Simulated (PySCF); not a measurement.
Excitation energy of Si⁺ by level of theory

Si⁺ [Ne] 3s2 3p1 (2P) → Si⁺ [Ne] 3s2 4s1 (2S), as a difference of total energies. Calculation: PySCF 2.14, in aug-cc-pwCVDZ; no relativity, point nucleus. Correlated levels: valence and next inner shell: 1s2 frozen. The calculations carry no spin-orbit coupling.

| method | excitation energy (eV) |
| --- | --- |
| UHF | 7.992 |
| MP2 (valence and next inner shell) | 7.908 |
| SCS-MP2 (valence and next inner shell) | 7.925 |
| CCSD (valence and next inner shell) | 7.993 |
| CCSD(T) (valence and next inner shell) | 7.980 |

Errors of the correlated levels include the incompleteness of this basis and the frozen core.

For comparison: 8.097 eV (measured; NIST levels, between the centres of gravity of the two terms).
